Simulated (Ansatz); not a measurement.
Mulliken charges of FGeH$_{5}$Sn, SMILES `[F][SnH2][GeH3]` from r2SCAN/def2-TZVPP in Ansatz (PBE0-D4/def2-TZVP geometry).

```json
{"atom": "F1", "x (Å)": "-2.093", "y (Å)": "1.330", "z (Å)": "-0.017", "charge (e)": "-0.501"}
{"atom": "Sn2", "x (Å)": "-0.505", "y (Å)": "0.681", "z (Å)": "-0.909", "charge (e)": "0.736"}
{"atom": "Ge3", "x (Å)": "0.690", "y (Å)": "-0.787", "z (Å)": "0.867", "charge (e)": "0.014"}
{"atom": "H4", "x (Å)": "-1.110", "y (Å)": "-0.152", "z (Å)": "-2.271", "charge (e)": "-0.121"}
{"atom": "H5", "x (Å)": "0.319", "y (Å)": "2.105", "z (Å)": "-1.367", "charge (e)": "-0.121"}
{"atom": "H6", "x (Å)": "1.052", "y (Å)": "0.072", "z (Å)": "2.086", "charge (e)": "0.000"}
{"atom": "H7", "x (Å)": "1.976", "y (Å)": "-1.373", "z (Å)": "0.261", "charge (e)": "-0.007"}
{"atom": "H8", "x (Å)": "-0.235", "y (Å)": "-1.933", "z (Å)": "1.294", "charge (e)": "0.000"}
```

Q: By hand: the dipole of these point charges (1 e Å = 4.8032 D).

A: Σ q r = (0.768, -0.403, -0.210) e Å, of length 0.892 e Å = 4.28 D.

Q: How does the dipole of the full density compare? (An estimate is asked.)

A: Ansatz gave: (0.492, -0.252, -0.148) e Å, 2.75 D; the point charges give 1.56 times that, at 1° from its direction.

Point charges leave out the atoms' own dipoles, such as those of lone pairs, and Mulliken's split depends on the basis, so the two needn't agree.
